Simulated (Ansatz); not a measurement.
# Two structures, one formula

The two ends of one reaction step of Si2H5OF5, closed shell (PBE0-D4/def2-TZVP).

A:

Si1  (-0.319, 0.042, 1.405)
O2  (0.153, 0.013, -0.336)
Si3  (-0.939, -0.445, -1.603)
F4  (-0.916, 1.365, 2.039)
F5  (-0.118, -1.250, 2.300)
F6  (-1.761, -0.461, 0.782)
H7  (2.382, 0.783, 0.558)
F8  (1.262, 0.549, 1.660)
H9  (1.080, 0.273, -0.569)
F10  (2.605, 0.760, -0.367)
H11  (-1.329, -1.853, -1.429)
H12  (-0.050, -0.290, -2.778)
H13  (-2.051, 0.515, -1.662)
(Å)

B:

Si1  (-0.791, -0.233, 1.378)
O2  (-0.247, -0.469, -0.128)
Si3  (-0.844, -0.081, -1.651)
F4  (-1.276, 1.237, 1.595)
F5  (0.349, -0.605, 2.379)
F6  (-2.015, -1.178, 1.644)
H7  (2.252, 0.971, 0.504)
F8  (1.746, 1.687, 0.824)
H9  (1.444, -0.746, -0.177)
F10  (2.379, -0.631, -0.197)
H11  (-1.028, -1.353, -2.384)
H12  (0.163, 0.775, -2.312)
H13  (-2.132, 0.626, -1.473)
(Å)

Ansatz 0.2.0; basis: def2-TZVPP; cores frozen in the correlated methods. B3LYP uses VWN-RPA correlation.

Which structure is lower at CCSD(T), and by how much? (To be estimated.)

By the calculation: B, by 18.4 kJ/mol (electronic energy, against the other). By their contacts, A is a complex of Si₂H₄OF₄ ([F][Si]([F])([F])([F])[OH][SiH3]) + HF and B is a complex of Si₂H₃OF₃ ([F][Si]([F])([F])[O][SiH3]) + HF + HF.

Do the other methods give the same order? (Judge from chemistry; the calculation decides.)

Computed: Not all: SPW92 gives the other order.

```json
{"method": "SPW92", "E(B) − E(A) (kJ/mol)": "32.7"}
{"method": "PBE-D4", "E(B) − E(A) (kJ/mol)": "-12.2"}
{"method": "BLYP-D4", "E(B) − E(A) (kJ/mol)": "-25.9"}
{"method": "r2SCAN-D4", "E(B) − E(A) (kJ/mol)": "-5.6"}
{"method": "B97M-V", "E(B) − E(A) (kJ/mol)": "-10.9"}
{"method": "PBE0-D4", "E(B) − E(A) (kJ/mol)": "-12.1"}
{"method": "B3LYP-D4", "E(B) − E(A) (kJ/mol)": "-22.0"}
{"method": "r2SCAN0-D4", "E(B) − E(A) (kJ/mol)": "-6.6"}
{"method": "BHLYP-D4", "E(B) − E(A) (kJ/mol)": "-19.2"}
{"method": "CAM-B3LYP-D4", "E(B) − E(A) (kJ/mol)": "-10.1"}
{"method": "wB97X-V", "E(B) − E(A) (kJ/mol)": "-11.1"}
{"method": "wB97M-V", "E(B) − E(A) (kJ/mol)": "-7.1"}
{"method": "B2PLYP", "E(B) − E(A) (kJ/mol)": "-19.5"}
{"method": "PBE-QIDH", "E(B) − E(A) (kJ/mol)": "-11.5"}
{"method": "RPA on PBE", "E(B) − E(A) (kJ/mol)": "-21.5"}
{"method": "HF", "E(B) − E(A) (kJ/mol)": "-45.3"}
{"method": "MP2", "E(B) − E(A) (kJ/mol)": "-20.1"}
{"method": "CCSD", "E(B) − E(A) (kJ/mol)": "-22.0"}
{"method": "CCSD(T)", "E(B) − E(A) (kJ/mol)": "-18.4"}
```

No T1 diagnostic of these runs exceeds 0.012.

Labels in which every atom is bracketed show which atoms are joined, not bond orders.

For scale, one of the runs: CCSD(T)/def2-TZVPP, 340 basis functions, launched by `ansatz run in.yaml --threads 4 --pin off --events-out ev --progress --plain --max-ram 46080MiB --backend cuda --devices 0, --max-vram 37GiB`. Time: 13 s of wall clock on 4 CPU threads of an AMD EPYC 7R13 and a share of one NVIDIA H100; the host was shared. Peak host memory: 0.85 GiB.
